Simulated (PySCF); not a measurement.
## Dipole moment and polarisability of CdMe2

CdMe2, C2H6Cd (singlet state).
Cartesian coordinates in Å at the PBE0-D3(BJ)/def2-SVP level; atoms count from 1:
```xyz
9
C2H6Cd angstrom
Cd     0.0054    0.0042    0.0000
C     -0.0040   -0.0133    2.1148
H     -0.4407    0.9147    2.5159
H      1.0174   -0.1079    2.5154
H     -0.5970   -0.8589    2.4973
C      0.0055    0.0145   -2.1148
H     -1.0235    0.0166   -2.5073
H      0.5174   -0.8753   -2.5135
H      0.5194    0.9056   -2.5079
```

Level: CAM-B3LYP/def2-SVPD (PySCF), static field, nuclei fixed, core orbitals frozen in the response. The polarisability tensor in these axes (au):

```
x   47.58  0.00 -0.08
y    0.00 47.59 -0.23
z   -0.08 -0.23 83.15
```

**Question.** Diagonalise the tensor; give its mean and Δα, where Δα² is half the sum of the squared differences of the eigenvalues.

**Answer.** Principal values 47.58, 47.58 and 83.15 au; mean 59.44 au = 8.81 Å³ = 9.80 × 10⁻⁴⁰ C²·m²/J; Δα = 35.57 au (60 % of the mean).

**Question.** What is the dipole moment?

**Answer.** 0.01 D at this geometry.

**Question.** Molar refractivity from α?

**Answer.** Lorentz–Lorenz: R = (4π/3)N_A α = 2.5225 cm³/(mol·Å³) × 8.81 Å³ = 22.2 cm³/mol, in the limit of long wavelengths.

**Question.** Find the Langevin capture rate constant for NO+ (29.998 u) meeting this molecule (143.950 u), k = 2.342 × 10⁻⁹ cm³/s × √(α in Å³ / reduced mass in u).

**Answer.** The reduced mass is 24.82 u, so k = 1.40 × 10⁻⁹ cm³/s.

**Question.** Refractivity n − 1 of an ideal gas of it at 500 K and 1 atm, from the electronic α?

**Answer.** N = p/kT = 1.4678 × 10¹⁹ cm⁻³, so n − 1 = 2π × N × 8.81 × 10⁻²⁴ cm³ = 812 × 10⁻⁶ at long wavelengths, for an ideal gas.

Isolated species at its PBE0-D3(BJ)/def2-SVP geometry, gas phase. Atoms past krypton carry effective core potentials; spin–orbit coupling is left out.
